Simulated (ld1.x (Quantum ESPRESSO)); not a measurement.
# Reading a pseudo-wave (lithium (Li))

Columns: radius, all-electron u(r) and pseudo u(r) of the 1s shell (level -51.37 eV) of lithium in the configuration 1s2 2s1 2p0; PBEsol, scalar-relativistic, PAW scheme, ld1.x (Quantum ESPRESSO) 7.5.

```tsv
r (bohr)	all-electron	pseudo
0.235	1.0889	0.4851
0.470	1.1379	0.7800
0.705	0.9214	0.8150
0.940	0.6785	0.6674
1.175	0.4766	0.4766
1.410	0.3257	0.3257
1.645	0.2185	0.2185
1.880	0.1452	0.1452
2.115	0.0960	0.0960
2.350	0.0632	0.0632
2.585	0.0414	0.0414
2.820	0.0271	0.0271
3.055	0.0176	0.0176
3.290	0.0114	0.0114
3.525	0.0074	0.0074
3.760	0.0048	0.0048
3.995	0.0031	0.0031
4.230	0.0020	0.0020
4.465	0.0013	0.0013
4.700	0.0008	0.0008
4.935	0.0005	0.0005
5.170	0.0003	0.0003
5.405	0.0002	0.0002
5.640	0.0001	0.0001
5.875	0.0001	0.0001
6.110	0.0001	0.0001
```

Task: How many radial nodes do the two functions have?

Result: The all-electron 1s function has n − l − 1 = 0; the pseudo-wave has 0.

Task: At about which radius was the pseudo-wave matched?

Result: 1.25 bohr, where the columns begin to agree (steps of 0.23 bohr).

Task: Where does each function peak?

Result: Outermost all-electron maximum near 0.47 bohr, pseudo maximum near 0.70 bohr (to the table’s step).

Task: Is the pseudo-wave norm-conserving?

Result: No, it belongs to a PAW set: the norm inside the radius is not constrained, and the difference is carried by the augmentation charge.
